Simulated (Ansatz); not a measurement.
`CB([SiH3])CF` + `[SiH3]SS` → `[SiH3]SS[SiH3]` + `CBCF`  (cleavage of the Si–B bond)

Gas-phase electronic energies from Ansatz, PBE0-D4/def2-TZVP geometries. CCSD(T)/CBS is the MP2 limit (def2-TZVPP, def2-QZVPP) plus CCSD(T) − MP2 in def2-TZVPP, frozen cores. DFT in def2-TZVPP. B3LYP here is the variant with VWN-RPA as its local correlation; programs differ in this. Each species was taken in one conformer, which may not be the lowest.

```csv
level,ΔE (kJ/mol),difference from CCSD(T)/CBS
PBE-D4,-66.7,9.3
r2SCAN-D4,-71.8,4.2
PBE0-D4,-70.5,5.5
B3LYP-D4,-74.0,2.0
ωB97X-V,-71.3,4.7
ωB97M-V,-75.6,0.4
B2PLYP,-75.4,0.6
PBE,-64.6,11.4
r2SCAN,-71.5,4.5
PBE0,-68.7,7.3
B3LYP,-70.2,5.8
HF/def2-TZVPP,-79.4,-3.4
MP2/def2-TZVPP,-83.0,-7.0
SCS-MP2/def2-TZVPP,-80.5,-4.5
CCSD/def2-TZVPP,-71.4,4.6
CCSD(T)/def2-TZVPP,-72.0,4.0
HF/def2-QZVPP,-79.9,-3.9
MP2/def2-QZVPP,-85.5,-9.5
SCS-MP2/def2-QZVPP,-82.9,-6.9
HF/CBS(def2),-80.0,-4.0
MP2/CBS(def2),-87.0,-11.0
CCSD/CBS(def2),-75.4,0.6
CCSD(T)/CBS,-76.0,0
```

Largest T1 diagnostic among the species: 0.012.

From PBE to PBE0 (25 % exact exchange), in def2-TZVPP and without D4, ΔE moves by −4.1 kJ/mol. The D4 term adds −3.7 kJ/mol with B3LYP and −1.9 kJ/mol with PBE0; it sums over pairs of atoms, weighted by their polarisabilities, and B3LYP, whose exchange is more repulsive, gets the larger term.
